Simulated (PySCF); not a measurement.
The isolated species `[SiH3]/C=P/N([SiH3])[SiH3]` is ionised with synchrotron light (hν = 1000.0 eV). Calculated photoelectron kinetic energies of its computed core levels, recoil neglected:

```tsv
line	kinetic energy (eV)
1	893.51
2	892.89
3	892.73
4	892.10
5	710.60
6	595.83
```

Method: PySCF 2.14.0, delta-SCF UKS SCAN, pcX-2 on the ionised atom, pcseg-1 elsewhere, spin-free X2C.

Question: Which element, shell and site does each line come from? Numbering: `[SiH3:1]/[CH:2]=[P:3]/[N:4]([SiH3:5])[SiH3:6]`.

Answer: Against the vacuum level, binding energy = hν − kinetic energy.

```csv
line,binding energy (eV),level,atoms,environment
1,106.49,Si 2p3/2,Si1,SiH3 silicon
2,107.11,Si 2p1/2,Si1,SiH3 silicon
3,107.27,Si 2p3/2,Si5/Si6,SiH3 silicon
4,107.90,Si 2p1/2,Si5/Si6,SiH3 silicon
5,289.40,C 1s,C2,"carbon bonded to P, Si and H"
6,404.17,N 1s,N4,nitrogen bridging silicon atoms
```

Out of reach at this photon energy: Si 1s (1846.3 and 1847.1 eV), P 1s (2150.4 eV).

Question: Where does line 1 move with hν = 1486.6 eV?

Answer: To 1486.6 − 106.49 = 1380.11 eV; every photoline shifts by the change in photon energy, +486.6 eV.

Lowest listed Si 2p3/2: Si1, bonded to C and 3 H. Highest, 0.78 eV above it: Si5/Si6, bonded to N and 3 H.

Question: Which photon energy gives electrons from C 1s of C2 a kinetic energy of 20 eV, and what is their de Broglie wavelength?

Answer: hν = 289.40 + 20 = 309.40 eV, recoil neglected; λ = 12.264 Å/√(E/eV) = 2.74 Å.

Other core shells, valence and Auger electrons aren't listed. Topologically equivalent atoms share the value of their first member; where this conformer doesn't relate them by symmetry, their own values could differ. Not every level is listed. For 2p shells one spin-free hole was relaxed; a mean-field spin–orbit operator and the ground-state splitting of the three 2p orbitals were then diagonalised within the shell. The shell's mean is (2 × 2p3/2 + 2p1/2)/3, and the degeneracies 2j + 1 give areas of 2:1. 2p1/2 minus 2p3/2 (ligand field included): Si 0.62 eV. One conformer (not necessarily the lowest) at the PBE0-D3(BJ)/def2-SVP geometry, without solvent, vibrations or thermal averaging.

Shape of the structure used: `[SiH3:1]/[CH:2]=[P:3]/[N:4]([SiH3:5])[SiH3:6]`: C2–P3–N4–Si5 179°.
